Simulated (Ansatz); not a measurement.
Basis-set extrapolation for C$_{4}$H$_{6}$BF (`B/C=C(\F)C=C`) (PBE0-D4/def2-TZVP geometry, frozen core, the Gaussian-basis code of Ansatz). Multiplicity 1, RHF reference.

```csv
,def2-TZVPP,def2-QZVPP
HF,-279.147419,-279.159637
MP2 correlation,-0.979021,-1.049881
CCSD(T) correlation,-1.063787,not run
```

Energies in hartree. Use E(X) = E(∞) + A·exp(−7.88·√X) for Hartree–Fock and E(X) = E(∞) + B·X^(−2.97) for correlation, with X = 3 and 4, and add CCSD(T) minus MP2 of the smaller set to the MP2 limit.

Q: What is the CCSD(T) energy at the basis-set limit?

A: HF limit: -279.159637 + (-0.012218) × 0.13774 = -279.16132. MP2 limit: -1.049881 + (-0.070860) × 0.74074 = -1.10237. Higher-order term: -1.063787 − (-0.979021) = -0.08477. Total: -280.34846 hartree, 360.4 kJ/mol below CCSD(T)/def2-TZVPP.
